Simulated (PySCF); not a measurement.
B2H4NSi, CH6BSi, BClH3Si, B2H5NSi and others (calculated)

All values are calculated (PySCF 2.14.0). Calculation on a computer-drawn molecule: the log of a Hartree-Fock and frozen-core CCSD(T) single point meant for a local Hartree-Fock minimum, with one planted fault or none, to be diagnosed. Offsets are logged minus clean, where the clean run is the same molecule without the fault. The reference is restricted for singlets and unrestricted otherwise, and also for a bond in bohr or an excited solution. Adding or removing an electron swaps singlet and doublet. The excited solution moves the top pair (singlet) or top alpha electron (doublet) to the lowest empty orbital. Highest occupied and lowest empty are orbital energies over both spins, largest force is the largest gradient component, triples share is (T) over the correlation energy, the T1 limit is 0.02 restricted and 0.045 unrestricted, electrons count all cores, a negative frequency is imaginary (commonest isotopes), and the dipole is about the centre of nuclear charge.

Common to all runs: meant multiplicity 1; logged SCF converged yes; logged CC converged yes; logged SCF stable within its kind yes; possible faults no fault, one electron removed, one electron added, multiplicity raised by two, geometry at a saddle point, SCF held on an excited solution, minimal basis STO-3G, one bond length entered in bohr, all coordinates scaled.

(1) 
```xyz
8
formula=B2H4NSi meant_charge=-1 meant_basis=aug-cc-pV(D+d)Z logged_electrons=36 logged_basis_functions=137 logged_spin_squared=2.02 logged_highest_occupied=-0.33878 logged_lowest_empty=3.3871 logged_largest_force=0.03645 logged_T1_diagnostic=0.018443 logged_D1_diagnostic=0.060201 logged_triples_share=0.039721 logged_dipole_magnitude=5.7249 logged_energy_HF=-395.03084 logged_energy_CCSD(T)=-395.53451 planted_fault=multiplicity_raised_by_two HF_energy_offset_from_clean_run=30.62 CCSD(T)_energy_offset_from_clean_run=46.49
B     -0.9007    -1.7062    -1.6579
Si    -0.1643     0.0054    -2.0834
B     -0.1205     1.4579    -0.7205
N     -0.1222     2.4023     0.0957
H     -0.7067    -2.6777    -2.3553
H     -1.7019    -1.8305    -0.7591
H      1.0244     0.1555    -2.9767
H     -0.1036     3.0981     0.7872
```

Units: logged_highest_occupied, logged_lowest_empty in eV; logged_largest_force in hartree/bohr; logged_dipole_magnitude in debye; logged_energy_HF, logged_energy_CCSD(T) in hartree; HF_energy_offset_from_clean_run, CCSD(T)_energy_offset_from_clean_run in kcal/mol.

Drawn bonds:
```csv
atom,other atom,order
1,2,1
2,3,1
3,4,2
1,5,1
1,6,1
2,7,1
4,8,1
```

(2) 
```xyz
9
formula=CH6BSi meant_charge=-1 meant_basis=aug-cc-pV(D+d)Z logged_electrons=32 logged_basis_functions=132 logged_spin_squared=0.9094 logged_highest_occupied=-1.7118 logged_lowest_empty=3.6646 logged_largest_force=0.026947 logged_T1_diagnostic=0.061924 logged_D1_diagnostic=0.25353 logged_triples_share=0.047457 logged_dipole_magnitude=2.9243 logged_energy_HF=-354.82595 logged_energy_CCSD(T)=-355.2659 planted_fault=one_bond_length_entered_in_bohr,row_7_of_the_drawn_bonds HF_energy_offset_from_clean_run=70.1 CCSD(T)_energy_offset_from_clean_run=72.26
B     -0.6068    -0.7490    -0.1854
Si     1.1305    -1.4480    -0.3547
C      1.8338    -2.9998     0.5365
H     -0.9431     0.2408    -0.7993
H     -1.4283    -1.2715     0.5402
H      2.2127    -0.8801    -1.2198
H      2.6910    -2.7616     1.1737
H      2.4354    -4.4659    -0.7919
H      1.0565    -3.4298     1.1745
```

Units: logged_highest_occupied, logged_lowest_empty in eV; logged_largest_force in hartree/bohr; logged_dipole_magnitude in debye; logged_energy_HF, logged_energy_CCSD(T) in hartree; HF_energy_offset_from_clean_run, CCSD(T)_energy_offset_from_clean_run in kcal/mol.

Drawn bonds:
```csv
atom,other atom,order
1,2,1
2,3,1
1,4,1
1,5,1
2,6,1
3,7,1
3,8,1
3,9,1
```

Notes: T1 above single-reference limit.

(3) 
```xyz
6
formula=BClH3Si meant_charge=-1 meant_basis=aug-cc-pV(D+d)Z logged_electrons=40 logged_basis_functions=114 logged_spin_squared=0 logged_highest_occupied=-1.7046 logged_lowest_empty=3.8504 logged_largest_force=5.782e-05 logged_lowest_frequency=-207.24 logged_T1_diagnostic=0.015699 logged_D1_diagnostic=0.050604 logged_triples_share=0.038301 logged_dipole_magnitude=3.8976 logged_energy_HF=-774.88873 logged_energy_CCSD(T)=-775.3145 planted_fault=geometry_at_a_saddle_point HF_energy_offset_from_clean_run=2.976 CCSD(T)_energy_offset_from_clean_run=-1.275
B     -1.1070     0.0514     0.0000
Si     0.7544     0.1305     0.0000
Cl     2.0823    -1.5838     0.0000
H     -1.6949     1.1093     0.0000
H     -1.7268    -0.9831     0.0000
H      1.6920     1.2757     0.0000
```

Units: logged_highest_occupied, logged_lowest_empty in eV; logged_largest_force in hartree/bohr; logged_lowest_frequency in cm⁻¹; logged_dipole_magnitude in debye; logged_energy_HF, logged_energy_CCSD(T) in hartree; HF_energy_offset_from_clean_run, CCSD(T)_energy_offset_from_clean_run in kcal/mol.

Drawn bonds:
```csv
atom,other atom,order
1,2,1
2,3,1
1,4,1
1,5,1
2,6,1
```

(4) 
```xyz
6
formula=BClH3Si meant_charge=-1 meant_basis=aug-cc-pV(D+d)Z logged_electrons=40 logged_basis_functions=114 logged_spin_squared=0 logged_highest_occupied=-2.7973 logged_lowest_empty=3.7175 logged_largest_force=0.034384 logged_T1_diagnostic=0.026807 logged_D1_diagnostic=0.10163 logged_triples_share=0.037096 logged_dipole_magnitude=0.91301 logged_energy_HF=-774.86992 logged_energy_CCSD(T)=-775.28974 planted_fault=all_coordinates_scaled,by_+8.8_% HF_energy_offset_from_clean_run=14.77 CCSD(T)_energy_offset_from_clean_run=14.26
B     -1.5721     0.3554     1.7948
Si     0.2919    -0.5780     1.2740
Cl    -0.1801    -2.3299    -0.3748
H     -2.7377    -0.2559     1.8440
H     -1.5280     1.5404     2.3817
H      1.0828     0.4690     0.2882
```

Units: logged_highest_occupied, logged_lowest_empty in eV; logged_largest_force in hartree/bohr; logged_dipole_magnitude in debye; logged_energy_HF, logged_energy_CCSD(T) in hartree; HF_energy_offset_from_clean_run, CCSD(T)_energy_offset_from_clean_run in kcal/mol.

Drawn bonds:
```csv
atom,other atom,order
1,2,1
2,3,1
1,4,1
1,5,1
2,6,1
```

Notes: T1 above single-reference limit.

(5) 
```xyz
9
formula=B2H5NSi meant_charge=0 meant_basis=cc-pV(D+d)Z logged_electrons=36 logged_basis_functions=29 logged_spin_squared=0 logged_highest_occupied=-8.9805 logged_lowest_empty=6.1866 logged_largest_force=0.091341 logged_T1_diagnostic=0.016788 logged_D1_diagnostic=0.050718 logged_triples_share=0.026145 logged_dipole_magnitude=0.2357 logged_energy_HF=-390.9743 logged_energy_CCSD(T)=-391.21393 planted_fault=minimal_basis_STO-3G HF_energy_offset_from_clean_run=2931 CCSD(T)_energy_offset_from_clean_run=3087
B     -0.0452     2.8001    -0.2531
Si    -1.9963     2.2207    -0.1303
B     -2.1224     0.3994    -0.9775
N     -2.1648    -0.7118    -1.5015
H      0.3613     3.4105    -1.2017
H      0.7399     2.5043     0.6036
H     -2.4667     2.1101     1.2719
H     -2.9098     3.1328    -0.8604
H     -2.2153    -1.6033    -1.9186
```

Units: logged_highest_occupied, logged_lowest_empty in eV; logged_largest_force in hartree/bohr; logged_dipole_magnitude in debye; logged_energy_HF, logged_energy_CCSD(T) in hartree; HF_energy_offset_from_clean_run, CCSD(T)_energy_offset_from_clean_run in kcal/mol.

Drawn bonds:
```csv
atom,other atom,order
1,2,1
2,3,1
3,4,2
1,5,1
1,6,1
2,7,1
2,8,1
4,9,1
```

(6) 
```xyz
11
formula=B2H7NSi meant_charge=0 meant_basis=cc-pV(D+d)Z logged_electrons=39 logged_basis_functions=100 logged_spin_squared=0.7627 logged_highest_occupied=-0.39379 logged_lowest_empty=7.827 logged_largest_force=0.024849 logged_T1_diagnostic=0.016091 logged_D1_diagnostic=0.070561 logged_triples_share=0.028271 logged_dipole_magnitude=9.2007 logged_energy_HF=-396.80912 logged_energy_CCSD(T)=-397.34463 planted_fault=one_electron_added HF_energy_offset_from_clean_run=14.81 CCSD(T)_energy_offset_from_clean_run=2.902
B     -0.2653    -1.1707    -0.5535
Si     1.1737     0.2730    -0.5828
B      2.3619     0.0841     1.0795
N      3.7162    -0.2039     0.9774
H     -1.2634    -1.0338     0.1012
H     -0.1376    -2.2104    -1.1423
H      0.5357     1.6202    -0.5808
H      1.9974     0.1814    -1.8246
H      1.9028     0.2145     2.1856
H      4.3134    -0.2960     1.7740
H      4.1922    -0.3249     0.1074
```

Units: logged_highest_occupied, logged_lowest_empty in eV; logged_largest_force in hartree/bohr; logged_dipole_magnitude in debye; logged_energy_HF, logged_energy_CCSD(T) in hartree; HF_energy_offset_from_clean_run, CCSD(T)_energy_offset_from_clean_run in kcal/mol.

Drawn bonds:
```csv
atom,other atom,order
1,2,1
2,3,1
3,4,1
1,5,1
1,6,1
2,7,1
2,8,1
3,9,1
4,10,1
4,11,1
```

(7) 
```xyz
7
formula=BFH4Si meant_charge=0 meant_basis=cc-pV(D+d)Z logged_electrons=32 logged_basis_functions=71 logged_spin_squared=2.0116 logged_highest_occupied=-8.1575 logged_lowest_empty=-1.8046 logged_largest_force=0.059427 logged_T1_diagnostic=0.017807 logged_D1_diagnostic=0.083444 logged_triples_share=0.020111 logged_dipole_magnitude=2.0524 logged_energy_HF=-415.28903 logged_energy_CCSD(T)=-415.69779 planted_fault=multiplicity_raised_by_two HF_energy_offset_from_clean_run=76.61 CCSD(T)_energy_offset_from_clean_run=79.71
B     -1.7846    -0.2147    -0.5862
Si     0.2011    -0.6121    -0.5036
F      0.6528    -1.6673    -1.6519
H     -2.2582     0.5516     0.2068
H     -2.5158    -0.7109    -1.3947
H      0.5657    -1.2116     0.7986
H      0.9944     0.6186    -0.7144
```

Units: logged_highest_occupied, logged_lowest_empty in eV; logged_largest_force in hartree/bohr; logged_dipole_magnitude in debye; logged_energy_HF, logged_energy_CCSD(T) in hartree; HF_energy_offset_from_clean_run, CCSD(T)_energy_offset_from_clean_run in kcal/mol.

Drawn bonds:
```csv
atom,other atom,order
1,2,1
2,3,1
1,4,1
1,5,1
2,6,1
2,7,1
```

(8) 
```xyz
7
formula=BFH4Si meant_charge=0 meant_basis=cc-pV(D+d)Z logged_electrons=32 logged_basis_functions=71 logged_spin_squared=0 logged_highest_occupied=-11.583 logged_lowest_empty=1.0519 logged_largest_force=1.89e-05 logged_lowest_frequency=137.98 logged_T1_diagnostic=0.011654 logged_D1_diagnostic=0.025821 logged_triples_share=0.017974 logged_dipole_magnitude=1.8482 logged_energy_HF=-415.41112 logged_energy_CCSD(T)=-415.82482 planted_fault=no_fault HF_energy_offset_from_clean_run=0 CCSD(T)_energy_offset_from_clean_run=0
B     -1.7846    -0.2147    -0.5862
Si     0.2011    -0.6121    -0.5036
F      0.6528    -1.6673    -1.6519
H     -2.2582     0.5516     0.2068
H     -2.5158    -0.7109    -1.3947
H      0.5657    -1.2116     0.7986
H      0.9944     0.6186    -0.7144
```

Units: logged_highest_occupied, logged_lowest_empty in eV; logged_largest_force in hartree/bohr; logged_lowest_frequency in cm⁻¹; logged_dipole_magnitude in debye; logged_energy_HF, logged_energy_CCSD(T) in hartree; HF_energy_offset_from_clean_run, CCSD(T)_energy_offset_from_clean_run in kcal/mol.

Drawn bonds:
```csv
atom,other atom,order
1,2,1
2,3,1
1,4,1
1,5,1
2,6,1
2,7,1
```
